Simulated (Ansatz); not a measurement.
Born–Oppenheimer molecular dynamics of Cl$_{3}$FGeH$_{2}$O (8 atoms, charge 0, multiplicity 1). It starts at the highest image of a converged band. Of that band: The profile has 2 maxima (images 3, 6) with wells between them (image 5): this band takes more than one step, which may be the mechanism or a detour left from its start path. A vibrational analysis at the climbing image gives one clearly imaginary mode, 575i cm⁻¹: a first-order saddle point.

The calculation used Ansatz 0.2.0, RKS BLYP-D4/def2-SVP.

| Quantity | Value |
| --- | --- |
| ensemble | NVE (velocity Verlet) |
| time step | 0.5 fs |
| steps asked | 200 |
| starting velocities drawn for | 100 K |
| seed | 6960 |

First frame:

```xyz
8
Properties=species:S:1:pos:R:3
Ge 0.118 -0.239 -0.042
O 0.112 -0.031 1.913
H -0.778 0.102 2.302
Cl 1.999 0.328 -0.950
Cl -1.137 1.568 -0.309
Cl -1.140 -1.725 -1.019
F 1.041 -1.796 0.949
H 0.597 -1.103 1.839
```

Task: How far do the bonds stretch over the last three quarters of this one trajectory? (Pairs bonded in most of those frames.)

Result: 
| bond | mean (Å) | spread (Å) | shortest | longest |
| --- | --- | --- | --- | --- |
| Ge1–O2 | 1.830 | 0.044 | 1.79 | 1.97 |
| Ge1–Cl4 | 2.164 | 0.015 | 2.14 | 2.19 |
| Ge1–Cl5 | 2.196 | 0.009 | 2.17 | 2.21 |
| Ge1–Cl6 | 2.169 | 0.022 | 2.14 | 2.20 |
| O2–H3 | 0.982 | 0.011 | 0.96 | 1.00 |
| F7–H8 | 0.977 | 0.042 | 0.92 | 1.08 |

Pairs bonded in part of these frames only: Ge1–F7 19 %.

Mean temperature of the second half: 540 K. The conserved energy stayed within 0.042 meV per atom of its start (net change 0.026 meV per atom), so the integration is sound. The kinetic energy rose, since the run started high on the potential surface and went downhill. It ends in pieces (Cl3GeHO + FH), so much of that is their flight and rotation, not heat. A run of 0.1 ps of so small a system gives no equilibrium averages. The orbitals stay closed-shell, which can raise the energy where a bond breaks towards radicals; this wasn't checked here.

Run time: 2.2 min on 4 threads of AMD EPYC 9R45 96-Core Processor (Zen 5), on a shared host, peak memory 0.21 GiB.
